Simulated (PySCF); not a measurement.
H2BFSe (SMILES FB[SeH]), singlet, geometry from GFN2-xTB, atoms displaced at random by about 0.03 Å a coordinate; PBE/cc-pVDZ, gradient (PySCF).

PySCF was given this input:
```python
from pyscf import gto, scf, dft

mol = gto.Mole()
mol.atom = '''
    B    -0.478968   -0.887477    0.636282
    F     0.419860   -1.587426    1.360976
    H    -1.612119   -1.202441    0.867129
    Se   -0.024645    0.600670   -0.447980
    H    -1.242263    0.989178   -0.811770
'''
mol.basis = 'cc-pvdz'
mol.charge = 0
mol.spin = 0
mol.verbose = 4
mol.build()

mf = dft.RKS(mol)
mf.xc = 'pbe'
mf.kernel()
g = mf.nuc_grad_method()
g.grid_response = True
grad = g.kernel()
```

It wrote (shortened):

```
PySCF version 2.14.0

[INPUT] verbose = 4
[INPUT] num. atoms = 5
[INPUT] num. electrons = 50
[INPUT] charge = 0
[INPUT] spin (= nelec alpha-beta = 2S) = 0
[INPUT] symmetry False subgroup None
[INPUT] Mole.unit = angstrom
[INPUT] Symbol           X                Y                Z      unit          X                Y                Z       unit  Magmom
[INPUT]  1 B     -0.478968000000  -0.887477000000   0.636282000000 AA   -0.905118342431  -1.677088471851   1.202398717991 Bohr   0.0
[INPUT]  2 F      0.419860000000  -1.587426000000   1.360976000000 AA    0.793420410660  -2.999800383014   2.571871902106 Bohr   0.0
[INPUT]  3 H     -1.612119000000  -1.202441000000   0.867129000000 AA   -3.046463390208  -2.272284170948   1.638636324668 Bohr   0.0
[INPUT]  4 Se    -0.024645000000   0.600670000000  -0.447980000000 AA   -0.046572300340   1.135101791242  -0.846559509283 Bohr   0.0
[INPUT]  5 H     -1.242263000000   0.989178000000  -0.811770000000 AA   -2.347536844681   1.869275508445  -1.534022976138 Bohr   0.0

nuclear repulsion = 148.498342892617
number of shells = 22
number of NR pGTOs = 143
number of NR cGTOs = 65
basis = cc-pvdz
ecp = {}

******** <class 'pyscf.dft.rks.RKS'> ********
method = RKS
initial guess = minao
damping factor = 0
level_shift factor = 0
DIIS = <class 'pyscf.scf.diis.CDIIS'>
diis_start_cycle = 1
diis_space = 8
diis_damp = 0
SCF conv_tol = 1e-09
SCF conv_tol_grad = None
SCF max_cycles = 50
direct_scf = True
direct_scf_tol = 1e-13
XC library pyscf.dft.libxc version 7.1.2
    S. Lehtola, C. Steigemann, M. J. T. Oliveira, and M. A. L. Marques,  SoftwareX 7, 1–5 (2018)
XC functionals = pbe
    J. P. Perdew, K. Burke, and M. Ernzerhof,  Phys. Rev. Lett. 77, 3865 (1996)
    J. P. Perdew, K. Burke, and M. Ernzerhof,  Phys. Rev. Lett. 78, 1396 (1997)
    J. P. Perdew, K. Burke, and M. Ernzerhof,  Phys. Rev. Lett. 77, 3865 (1996)
    J. P. Perdew, K. Burke, and M. Ernzerhof,  Phys. Rev. Lett. 78, 1396 (1997)
radial grids:
    Treutler-Ahlrichs [JCP 102, 346 (1995); DOI:10.1063/1.469408] (M4) radial grids

becke partition: Becke, JCP 88, 2547 (1988); DOI:10.1063/1.454033
pruning grids: <function nwchem_prune>
grids dens level: 3
symmetrized grids: False
atomic radii adjust function: <function treutler_atomic_radii_adjust>
small_rho_cutoff = 0
Set gradient conv threshold to 3.16228e-05
Initial guess from minao.
tot grids = 68352
init E= -2526.35966496455
  HOMO = -0.288061844250124  LUMO = -0.100446788385004  gap/eV = 5.10527
cycle= 1 E= -2526.9396578011  delta_E= -0.58  |g|= 0.442  |ddm|= 2.05
  HOMO = -0.205726749101465  LUMO = -0.0314896469573265  gap/eV = 4.74123
cycle= 2 E= -2526.78904224676  delta_E= 0.151  |g|= 1.04  |ddm|= 1.28
  HOMO = -0.233023410167934  LUMO = -0.0512587134796325  gap/eV = 4.94607
cycle= 3 E= -2526.97329156405  delta_E= -0.184  |g|= 0.0693  |ddm|= 0.926
  HOMO = -0.249753250911288  LUMO = -0.0606379315889147  gap/eV = 5.14609
cycle= 4 E= -2526.97461719588  delta_E= -0.00133  |g|= 0.0276  |ddm|= 0.108
  HOMO = -0.246079519344133  LUMO = -0.0601693031377484  gap/eV = 5.05887
cycle= 5 E= -2526.97480255391  delta_E= -0.000185  |g|= 0.00715  |ddm|= 0.0346
  HOMO = -0.246150571390404  LUMO = -0.0592023419245673  gap/eV = 5.08712
cycle= 6 E= -2526.97481444167  delta_E= -1.19e-05  |g|= 0.00352  |ddm|= 0.0105
  HOMO = -0.246070370744797  LUMO = -0.0594858359353698  gap/eV = 5.07722
cycle= 7 E= -2526.97481890911  delta_E= -4.47e-06  |g|= 0.000593  |ddm|= 0.00427
  HOMO = -0.246063916409412  LUMO = -0.0594805156883216  gap/eV = 5.07719
cycle= 8 E= -2526.97481901587  delta_E= -1.07e-07  |g|= 0.000112  |ddm|= 0.000642
  HOMO = -0.246057702817286  LUMO = -0.0594857056089202  gap/eV = 5.07688
cycle= 9 E= -2526.97481901937  delta_E= -3.51e-09  |g|= 1.44e-05  |ddm|= 0.000137
  HOMO = -0.246059991933759  LUMO = -0.0594861640175872  gap/eV = 5.07693
cycle= 10 E= -2526.97481901944  delta_E= -6.5e-11  |g|= 3.04e-06  |ddm|= 2e-05
  HOMO = -0.246059934215999  LUMO = -0.0594859120358779  gap/eV = 5.07694
Extra cycle  E= -2526.97481901944  delta_E= -9.09e-13  |g|= 6.25e-06  |ddm|= 7.99e-06
converged SCF energy = -2526.97481901944

******** <class 'pyscf.grad.rks.Gradients'> for <class 'pyscf.dft.rks.RKS'> ********
unit = Eh/Bohr
grid_response = True
--------------- RKS gradients ---------------
         x                y                z
0 B     0.0131892166     0.0118077699    -0.0217862728
1 F    -0.0091761389    -0.0047843244     0.0086967312
2 H     0.0097584922     0.0006199235     0.0052121169
3 Se    -0.1015907553     0.0132684812    -0.0141852526
4 H     0.0878191855    -0.0209118502     0.0220626773
----------------------------------------------
```
